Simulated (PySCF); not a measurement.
C₂H₉BiSi, SMILES [CH3][Bi]([CH3])[SiH3].

Geometry: B3LYP-D3(BJ)/def2-SVP. The structure was generated by enumeration; whether it is a known compound was not checked. The def2 effective core potentials stand for the cores of Bi; spin–orbit coupling is left out.

Vertical ionisation energy (IE) and electron affinity (EA) in eV. Rows of orbital energies are one-electron estimates. Where ΔSCF, EOM or ADC give a negative EA the extra electron is unbound and the value depends on the basis.

```json
[
 {"level": "−ε(HOMO), −ε(LUMO), HF/def2-TZVP (PySCF)", "IE": "[?]", "EA": "[?]"},
 {"level": "−ε(HOMO), −ε(LUMO), PBE/def2-TZVP (PySCF)", "IE": "5.81", "EA": "1.13"}
]
```

Problem. Complete the blanks. (Estimate from the structure and the level; the computed values follow.)

Solution. 
- −ε(HOMO), −ε(LUMO), HF/def2-TZVP (PySCF), IE: 8.70
- −ε(HOMO), −ε(LUMO), HF/def2-TZVP (PySCF), EA: -2.21
